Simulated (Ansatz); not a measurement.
`C[NH][AlH][F]` → `[F][AlH2]` + `C=N` at 600 K and 1 bar (β-hydride elimination).

Calculated with Ansatz (gas phase, PBE0-D4/def2-TZVP geometries, no zero-point term in ΔE). CBS: MP2 limit from def2 TZ/QZ plus the TZ coupled-cluster correction, frozen cores. This one scheme is used for every species. Each species was taken in one conformer, which may not be the lowest.

```
        species  CCSD(T)/CBS energy (Eh)  H − E (kJ/mol)  S (J/(mol·K))
`C[NH][AlH][F]`               -437.67416           219.3          392.8
    `[F][AlH2]`               -343.06661            68.4          279.9
          `C=N`                -94.52360           129.6          259.4
```

H − E and S are ideal-gas, rigid-rotor, harmonic terms from PBE0-D4/def2-TZVP, for one conformer and one mirror image of each species. 1 Eh = 2625.50 kJ/mol, R = 8.31446 J/(mol·K).

**Question.** By hand: ΔE, ΔH, ΔS and ΔG.

**Answer.** ΔE = (-343.06661) + (-94.52360) − (-437.67416) = 0.08395 Eh = 220.4 kJ/mol. Δ(H − E) = 68.4 + 129.6 − 219.3 = -21.3, so ΔH = 199.1 kJ/mol. ΔS = 279.9 + 259.4 − 392.8 = 146.5 J/(mol·K). ΔG = 199.1 − 600 × (146.5)/1000 = 111.2 kJ/mol.

**Question.** By hand: the equilibrium constant, and the temperature at which ΔG would vanish if ΔH and ΔS stayed fixed.

**Answer.** log₁₀ K = −ΔG/(RT ln 10) = -9.7. ΔG = 0 at ΔH/ΔS = 1359 K.

The number of gas molecules changes by +1, which sets the sign of ΔS. A doubt of 5 kJ/mol in ΔE shifts log₁₀ K by 0.4 here. Other conformers and mirror images would add mixing entropy, several J/(mol·K) or more a flexible species. These are equilibria of isolated gas molecules and say nothing of rates. Largest T1 diagnostic: 0.012 (customary marks: 0.02 for closed shells, 0.045 for open ones).
